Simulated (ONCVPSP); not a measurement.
What one change does to a pseudopotential (nickel (Ni), ONCV)

```json
{
  "Element": "nickel (Ni)",
  "Generator": "ONCVPSP 4.0.1",
  "Type": "optimised norm-conserving Vanderbilt (ONCV)",
  "Functional": "BLYP",
  "Relativity": "scalar-relativistic",
  "Frozen core": "[Ar]",
  "Valence charge": "10",
  "Reference configuration": "3d8 4s1.75 (charge +0.25)",
  "Partial waves": "4s: rc 2.40 bohr, ncon 4, nbas 8, qcut 2.4 1/bohr, 1 projector; p scattering state at 0.16 Ha: rc 2.40 bohr, ncon 5, nbas 9, qcut 3 1/bohr, 2 projectors, debl 3.5 Ha; 3d: rc 0.80 bohr, ncon 4, nbas 8, qcut 11.4 1/bohr, 1 projector",
  "Local potential": "polynomial inside 0.70 bohr (lpopt 5, dvloc0 6 Ha)",
  "Core correction": "polynomial model core, fcfact 0.7"
}
```

In the p channel the program set the typed energies aside and used 0.050, 3.550 Ha.

All-electron outer shells of the reference configuration (BLYP, scalar-relativistic, ld1.x):

| shell | level (eV) | outermost node (bohr) | outermost maximum (bohr) |
| --- | --- | --- | --- |
| 3p | -73.33 | 0.27 | 0.65 |
| 3d | -10.90 | – | 0.63 |
| 4s | -7.41 | 0.92 | 2.18 |

Change: core [Ne], valence charge 18; reference 3s2 3p6 3d8 4s1.75 4p0.25; waves now 3s+4s: rc 1.40 bohr, ncon 4, nbas 7, qcut 10.5 1/bohr, 2 projectors; 3p+4p: rc 1.50 bohr, ncon 4, nbas 7, qcut 10.1 1/bohr, 2 projectors; 3d: rc 1.55 bohr, ncon 4, nbas 9, qcut 12.3 1/bohr, 2 projectors, debl 0.4 Ha; local potential polynomial inside 1.05 bohr (lpopt 5, dvloc0 2 Ha).

Cutoffs: the cutoffs (Ha) at which the residual kinetic energy of the hardest occupied pseudo-wave falls to 1 and 0.1 mHa per electron; they do not see the model core or the augmentation charge, which bear on the density cutoff. Errors are all-electron minus pseudo energies relative to the spin-unpolarised reference configuration.

Task: What does the change do?

Result: The potential gets softer (357 Ha and 452 Ha → 51 Ha and 58 Ha); the bound ghost in s disappears; the number of tests with a reliable result goes from 4 to 2. Several settings change at once here, so the effects cannot be laid on one of them.

| quantity | base | changed |
| --- | --- | --- |
| cutoff, loose | 357 Ha | 51 Ha |
| cutoff, tight | 452 Ha | 58 Ha |
| bound ghosts | s | none |
| GHOST(+) flags under 300 eV | p at 68.3 eV | none |
| tests with a reliable result | 4 of 4 | 2 of 4 |
| rms error of d²Exc/dni dnj with the model core, mHa | 2.10 | 1.39 |

 A true bound ghost makes a file unfit for plane-wave use even where its test errors are small: the radial tests pick states by their node count and pass the ghost by.
